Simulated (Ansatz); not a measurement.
The lowest singlet and triplet of CH2O (SMILES [CH]O); geometries from B3LYP-D3(BJ)/def2-TZVP, each state relaxed from the structure named, with no frequency check.
Singlet at the triplet's geometry (charge 0, multiplicity 1):
```xyz
4

C      0.670     0.075    -0.297
O     -0.546     0.066     0.243
H      1.515    -0.493     0.097
H     -1.166    -0.491    -0.255
```

A positive gap puts the triplet lower; no zero-point energy. R- takes a restricted singlet. U- takes an unrestricted singlet (broken symmetry where lower, unprojected). The triplet is unrestricted in single-reference levels.

Cores are frozen in the correlated methods.

The values were computed with Ansatz (a quantum-chemistry and plane-wave program). Each number belongs to the level named beside it.

Task: One of these levels gives 18.92 kcal/mol for the gap E(singlet) − E(triplet), vertical, at the triplet's geometry. Which one is it?
A) R-wB97M-V/def2-TZVPP
B) R-PBE0/def2-TZVPP
C) U-PBE0/def2-TZVPP (spin-contaminated)
D) U-MP2/cc-pVTZ (spin-contaminated)

Result: B, R-PBE0/def2-TZVPP. The others give 6.09 (U-PBE0/def2-TZVPP (spin-contaminated)), 9.85 (R-wB97M-V/def2-TZVPP), 8.29 (U-MP2/cc-pVTZ (spin-contaminated))

Doubts at one or more of the structures used: a restricted determinant that unrestricted orbitals would lower (R-PBE0/def2-TZVPP, R-wB97M-V/def2-TZVPP).
